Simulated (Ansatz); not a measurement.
BH7OSi2 (`O[SiH2]B[SiH3]`) at its PBE0-D4/def2-TZVP geometry, where that method's forces vanish. Total charge 0; spin multiplicity 1.

```xyz
11

O     2.0863   -0.5574   -0.6163
Si    1.2734    0.8833   -0.6097
B    -0.6613    0.7635   -0.1131
Si   -1.4917   -0.8905    0.6594
H     1.9357   -1.1495    0.1220
H     1.4903    1.4534   -1.9643
H     1.8564    1.8342    0.3933
H    -1.3504    1.7271   -0.2915
H    -0.4941   -1.7902    1.3083
H    -2.5950   -0.6472    1.6276
H    -2.0496   -1.6266   -0.5158
```

(1) What forces (eV/Å) does r2SCAN-D4/def2-TZVPP give on these atoms in the Gaussian-basis code of Ansatz? (Best estimate.)

## Answers

(1) Ansatz gave: 
```
O1   0.051 -0.033 -0.027
Si2 -0.081  0.007  0.007
B3   0.007  0.022 -0.012
Si4  0.025  0.034  0.024
H5  -0.005 -0.015  0.016
H6   0.010  0.001  0.023
H7  -0.007  0.012 -0.014
H8   0.008 -0.020  0.005
H9  -0.024  0.001 -0.016
H10  0.010 -0.019 -0.021
H11  0.007  0.009  0.015
```
